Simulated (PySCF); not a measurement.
**`O[C@@H](C(F)F)C(F)(F)F`, C3H3F5O**

Molfile (atoms numbered from 1):
```
C3H3F5O
     RDKit          3D

 12 11  0  0  0  0  0  0  0  0999 V2000
    0.0604    1.5659   -0.5101 O   0  0  0  0  0  0  0  0  0  0  0  0
    0.0453    0.4204    0.2753 C   0  0  1  0  0  0  0  0  0  0  0  0
   -1.1777   -0.4760   -0.0027 C   0  0  0  0  0  0  0  0  0  0  0  0
   -1.3508   -0.6691   -1.3206 F   0  0  0  0  0  0  0  0  0  0  0  0
   -2.2842    0.1735    0.4365 F   0  0  0  0  0  0  0  0  0  0  0  0
    1.3428   -0.3517   -0.0093 C   0  0  0  0  0  0  0  0  0  0  0  0
    2.4149    0.3431    0.3604 F   0  0  0  0  0  0  0  0  0  0  0  0
    1.4898   -0.6812   -1.2854 F   0  0  0  0  0  0  0  0  0  0  0  0
    1.3596   -1.4972    0.6987 F   0  0  0  0  0  0  0  0  0  0  0  0
   -0.8173    1.9708   -0.5255 H   0  0  0  0  0  0  0  0  0  0  0  0
    0.0437    0.6531    1.3559 H   0  0  0  0  0  0  0  0  0  0  0  0
   -1.1252   -1.4523    0.5006 H   0  0  0  0  0  0  0  0  0  0  0  0
  1  2  1  0
  2  3  1  0
  3  4  1  0
  3  5  1  0
  2  6  1  0
  6  7  1  0
  6  8  1  0
  6  9  1  0
  1 10  1  0
  2 11  1  1
  3 12  1  0
M  END
```

Computed with GIAO PBE0/pcSseg-1 magnetisability, rotational g tensor and spin-rotation constants, non-relativistic, gas phase in PySCF. Geometry: GFN2-xTB.

**Question.** Give the nuclear spin-rotation constants along the inertial axes (H = +C I·J) beside the isotropic shieldings.

**Answer.** Rotational constants 2.6481, 1.1472, 1.0802 GHz. A star marks the isotopologue with that one atom substituted, in its own axes.
```csv
atom,isotope,Caa (kHz),Cbb (kHz),Ccc (kHz),mean (kHz),σ (ppm)
F4,19F,1.204,1.346,0.973,1.175,324.0
F5,19F,2.335,1.495,0.363,1.398,324.4
F7,19F,2.893,1.636,1.223,1.917,258.4
F8,19F,3.859,1.194,1.093,2.049,266.7
F9,19F,3.991,1.100,1.194,2.095,263.0
H10,1H,-0.053,-0.110,-0.133,-0.099,29.8
H11,1H,-0.253,-0.104,0.031,-0.109,27.2
H12,1H,-0.237,0.027,-0.061,-0.090,25.3
O1,17O*,-0.064,-0.106,-0.072,-0.081,321.6
C2,13C*,0.657,0.254,0.240,0.384,109.2
C3,13C*,0.775,0.343,0.304,0.474,67.9
C6,13C*,0.831,0.348,0.329,0.503,55.9
```
For the geometry as given, no vibrational averaging.
